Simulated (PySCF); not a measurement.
How methods differ on the excitation energy of Cd

Cd [Kr] 4d10 5s2 (1S) → Cd [Kr] 4d9 5s2 5p1 (high-spin determinant), as a difference of total energies. Calculation: PySCF 2.14, in aug-cc-pwCVTZ-PP with ECP28MDF (8s8p7d4f3g, 122 functions); scalar relativity through the core potential. Correlated levels: valence: 4s2 4p6 frozen; valence and next inner shell: nothing frozen outside the core potential. The calculations carry no spin-orbit coupling.

| method | excitation energy (eV) |
| --- | --- |
| UHF | 10.763 |
| PBE | 11.748 |
| PBE0 | 11.662 |
| r2SCAN | 11.646 |
| CAM-B3LYP | 11.571 |
| BLYP | 11.714 |
| B3LYP | 11.698 |
| MP2 (valence) | 12.444 |
| MP2 (valence and next inner shell) | 12.174 |
| SCS-MP2 (valence and next inner shell) | 12.006 |

Estimate what SCS-MP2 (valence) gives.

12.290 eV, closest to MP2 (valence and next inner shell) among the rows shown.

Estimate what LDA gives.

11.977 eV, closest to SCS-MP2 (valence and next inner shell) among the rows shown.

The upper state lies above the first ionisation limit, where it may autoionise and the basis confines it.

The determinant of the upper state mixes LS terms, which raises its energy above the lowest term, most at the Hartree-Fock and MP2 levels.
